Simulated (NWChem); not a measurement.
Molecule: GaHF$_{2}$; SMILES [GaH]([F])[F]

```xyz
4

Ga     0.0000     0.0000    -0.3135
H      0.0000     0.0000    -1.8636
F     -1.4544     0.0000     0.6553
F      1.4544     0.0000     0.6553
```
Atoms are numbered in this order, from 1.

The geometry was optimised at B3LYP/6-31G* (spherical d).

Q: Give the principal values of the shielding tensors (ppm) of Ga1, F3 from PBE/pcSseg-1, GIAO (NWChem), with their diamagnetic and paramagnetic parts as GIAO splits them.

A: 
```tsv
atom	σ11	σ22	σ33	isotropic	diamagnetic	paramagnetic
Ga1	1255.3	1533.0	1698.5	1495.6	2640.2	-1144.6
F3	98.2	302.6	394.7	265.2	476.1	-210.9
```
